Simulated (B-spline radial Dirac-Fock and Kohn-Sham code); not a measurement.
**Isotope-shift constants of the inner levels of S⁴⁺**

System: the S⁴⁺ ion in the configuration [Ne] 3s2.

Input file task.json (cfg lists n, l and occupation; rrms is the nuclear radius in fm):

```json
{"items": [{
  "Z": 16,
  "q": 4,
  "cfg": [[1, 0, 2], [2, 0, 2], [2, 1, 6], [3, 0, 2]],
  "A": 32,
  "rrms": 3.2611,
  "do": "isoshift",
  "isotopes": [[32, 31.97207117354, 3.2611], [34, 33.967867011, 3.2847], [36, 35.967080692, 3.2985]]
}]}
```

Command: `python xray2_run.py task.json out`

Level of theory: first-order field-shift and mass-shift constants from Dirac-Fock ground and hole states with a Fermi nucleus; the mass shift has no relativistic recoil terms; a radial B-spline solver. A binding energy shifts by δE = F·δ⟨r²⟩ + (K_N + K_S)·δ(1/M); F is taken for a change of radius at fixed skin thickness and so holds the higher radial moments.

```tsv
level	F (meV/fm²)	K_N (meV u)	K_S (meV u)
K (1s)	-0.4098	-1399	387.2
L1 (2s)	-0.03033	-165.8	-41.24
L2 (2p1/2)	0.006075	-130.2	111.1
L3 (2p3/2)	0.006082	-129.5	109.1
M1 (3s)	-0.003529	-38.85	3.554
```

Line shifts in meV from A = 32 (mass 31.9721 u, rms radius 3.2611 fm); radii from Angeli and Marinova (2013).

```csv
A,mass (u),radius (fm),Kα1,Kα2,Lℓ
34,33.9679,3.2847,?,?,?
36,35.9671,3.2985,+3.34,+3.35,-0.05
```

**Question.** What are the shifts for A = 34?

**Answer.** Kα1 +1.76 meV (field -0.06, mass +1.82); Kα2 +1.76 meV (field -0.06, mass +1.82); Lℓ -0.03 meV (field 0.00, mass -0.03).

Values without a named source are computed, but for edge energies of neutral atoms, which are taken from tables.
